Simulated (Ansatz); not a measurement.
Gas-phase electronic energies from Ansatz, PBE0-D4/def2-TZVP geometries. CCSD(T)/CBS adds triple-zeta CCSD(T) − MP2 to the extrapolated MP2 energy (def2 sets, frozen cores). Functionals use def2-TZVPP. For Ge outer-core shells are correlated without core-valence functions, which leaves a few kJ/mol of doubt a bond. Scalar relativity is left out up to krypton. One conformer a species, not always the lowest.

Reaction (redistribution): `C[SiH](S)S` + `C[CH](C)[GeH3]` → `C[Si](C)(S)S` + `C[CH2][GeH3]`

`C[SiH](S)S`:

```xyz
10

C     0.768    0.621    1.085
Si    0.210   -0.203   -0.487
S    -1.155    1.168   -1.398
S    -0.663   -2.129   -0.175
H     1.247    1.579    0.867
H    -0.080    0.803    1.749
H     1.483   -0.018    1.607
H     1.353   -0.509   -1.383
H    -1.468    0.348   -2.415
H    -1.695   -1.660    0.549
```

`C[CH](C)[GeH3]`:

```xyz
14

C     0.459   -0.347    1.420
C     0.018    0.435    0.190
C    -1.489    0.359   -0.014
Ge    0.973   -0.188   -1.415
H     1.535   -0.266    1.595
H    -0.051    0.020    2.317
H     0.217   -1.409    1.321
H     0.305    1.485    0.316
H    -1.815   -0.673   -0.177
H    -1.819    0.950   -0.873
H    -2.021    0.732    0.868
H     0.554    0.630   -2.652
H     0.637   -1.671   -1.670
H     2.497   -0.057   -1.227
```

`C[Si](C)(S)S`:

Z-matrix (Å, degrees):
```
C
Si 1 1.862
H 1 1.093 2 110.9
H 1 1.093 2 110.1 3 119.8
H 1 1.092 2 110.7 3 -120.7
C 2 1.864 1 111.6 3 -59.3
S 2 2.140 1 105.4 3 62.9
S 2 2.149 1 112.2 3 177.4
H 6 1.092 2 111.0 1 178.1
H 6 1.094 2 110.7 1 -61.7
H 6 1.093 2 110.1 1 57.9
H 7 1.344 2 94.6 1 178.6
H 8 1.345 2 94.5 1 82.1
```

`C[CH2][GeH3]`:

```xyz
11

C    -0.790   -0.547   -1.077
C    -0.672    0.202    0.244
Ge    1.181    0.385    0.858
H    -0.385   -1.559   -1.001
H    -1.832   -0.634   -1.395
H    -0.245   -0.037   -1.876
H    -1.234   -0.308    1.031
H    -1.094    1.207    0.160
H     2.011    1.151   -0.189
H     1.813   -1.007    1.051
H     1.248    1.147    2.195
```

```json
{"level": "r2SCAN0-D4", "ΔE (eV)": "-0.53"}
{"level": "MP2/CBS(def2)", "ΔE (eV)": "-0.51"}
```

(1) What does CCSD(T)/CBS give? (An estimate is asked.)

Largest T1 diagnostic among the species: 0.011.

Answers

(1) Computed: -0.49 eV. The listed levels differ from it by -0.04, -0.02 eV.

At CCSD(T), def2-SVP lies +0.13 eV from the extrapolated value and def2-TZVPP +0.01 eV. Leaving LDA and LC-ωPBE aside and taking each functional with its dispersion term where it has one, the values, not all of them listed here, spread over 0.04 eV, from r2SCANh-D4 to ωB97X-V. LDA lies +0.04 eV from PBE without D4.
